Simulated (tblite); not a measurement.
A tight-binding relaxation on `C1([C](C)[S-])=NCC=N1` [radical].

Computed with GFN2-xTB geometry optimisation, gas phase (tblite 0.8.0). Start geometry: from a force field or distance geometry. A driver script takes a list of jobs; this job's settings line and coordinates (Å) are shown.

Command:
```bash
OMP_NUM_THREADS=1 python probes_run.py task.json out
```

Input:
```
{"job": {"kind": "relax", "xc": "GFN2-xTB", "basis": "xTB"}, "charge": -1, "multiplicity": 2}
C     -2.312600     0.304700    -0.186900
C     -1.369100     0.282800     0.985500
S     -1.709400    -1.228300     1.881100
C      0.016400     0.131600     0.463800
N      0.337700     0.037600    -0.746900
C      1.751100    -0.100400    -0.861200
C      2.216200    -0.078000     0.540500
N      1.179600     0.055900     1.305700
H     -2.211500     1.312500    -0.676300
H     -1.962300    -0.461000    -0.909700
H     -3.377000     0.137500     0.106600
H      2.118600     0.797200    -1.425900
H      2.062400    -1.027100    -1.379900
H      3.259100    -0.165400     0.881500
```

Task: Estimate the output.

Result: 
```
step      E/eV     max force
  0    -625.41897    3.348
  1    -625.74497    2.451
  2    -625.95095    1.733
  3    -626.15155    1.201
  4    -626.22066    0.885
  5    -626.29709    0.845
  6    -626.39177    0.988
  7    -626.47532    0.967
  8    -626.53515    0.822
  9    -626.58756    0.675
... (36 lines left out)
 46    -626.82815    0.058
 47    -626.82844    0.040
 48    -626.82860    0.036
 49    -626.82874    0.031
 50    -626.82884    0.020
 51    -626.82889    0.021
 52    -626.82893    0.020
 53    -626.82897    0.016
 54    -626.82901    0.013
 55    -626.82903    0.009
```

«max force» is the largest atomic force in eV/Å.

Task: From which step on does the largest force stay under 0.1 eV/Å, and how much energy is left to gain from there?

Result: From step 45 (0.088 eV/Å), 1.5 meV above the end.

Summary of the converged run: energy lowered by 32.5 kcal/mol over 55 steps; largest atomic force 0.009 eV/Å at the end.

Task: Where do the atoms end?

Result: 0.370 Å rms from the input after alignment:
```
atom  x, y, z in Å
C1    -2.3421    0.1724   -0.2370
C2    -1.2933   -0.0843    0.8061
S3    -1.7685   -0.3509    2.3964
C4     0.0408   -0.0767    0.3819
N5     0.4011    0.1330   -0.8828
C6     1.8339    0.0623   -0.8976
C7     2.1661   -0.2192    0.5470
N8     1.1111   -0.2940    1.2621
H9    -2.2665    1.2000   -0.5996
H10   -2.1831   -0.4830   -1.0943
H11   -3.3362    0.0103    0.1766
H12    2.2813    1.0066   -1.2535
H13    2.1937   -0.7336   -1.5723
H14    3.1610   -0.3433    0.9449
```

Hardware: one thread of an INTEL XEON PLATINUM 8581C at 2.10 GHz, no GPU, shared host with 80 logical CPUs at a one-minute load of 14. Cost: 0.34 s wall.
Labels such as C1 count atoms from 1, the log's own numbers from 0.
